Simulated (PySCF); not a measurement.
# How the method changes the constants of TiBr

State: quartet, unpaired electrons σ ↑, π ↑, δ ↑, a mixture of terms (⟨Lz²⟩ = 4.8). Set-up: Ti def2-TZVPPD, Br def2-TZVPPD; no relativity (PySCF 2.14). De refers to Ti (3d2 4s2) + Br in their high-spin ground configurations, without counterpoise correction. The functionals are run spin-unrestricted. A positive dipole means Ti(−)Br(+). Levels whose curve was spin-contaminated or gave no clean fit are not listed.

```tsv
Level	Re (Å)	ωe (cm⁻¹)	De (eV)	μ (D)	CPU s a point (SCF and correlation, without the integrals)
UHF	2.540	280	n/a	-3.98	6.6
UHF-MP2	2.439	301	n/a	n/a	10
UHF-SCS-MP2	2.464	295	n/a	n/a	n/a
PBE	2.401	306	n/a	-3.63	2.7
PBEsol	2.373	317	n/a	-3.55	1.2
BLYP	2.428	295	n/a	-3.72	1.3
TPSS	2.411	304	n/a	-3.77	2.5
r²SCAN	2.407	309	n/a	-3.86	5.4
PBE0	2.415	306	n/a	-4.13	8.1
M06	2.401	316	n/a	-4.85	4.5
LC-ωPBE	2.417	308	n/a	-4.66	6.1
```

The bond length runs from 2.373 Å (PBEsol) to 2.540 Å (UHF).

Correlated steps freeze 14 core orbitals. De is left out where the level can put another filling of the metal’s s and d shells below the measured ground configuration, by anything from nothing to about 1 eV. Spin–orbit coupling is left out. The state is the lowest single determinant that the PBE0 search found; with open d or f shells the true ground state can be another one.

The whole job (state search and all levels along the bond) took about 9.4 min on 2 threads of Intel Xeon 6975P-C (shared host), peak memory 5.8 GiB.
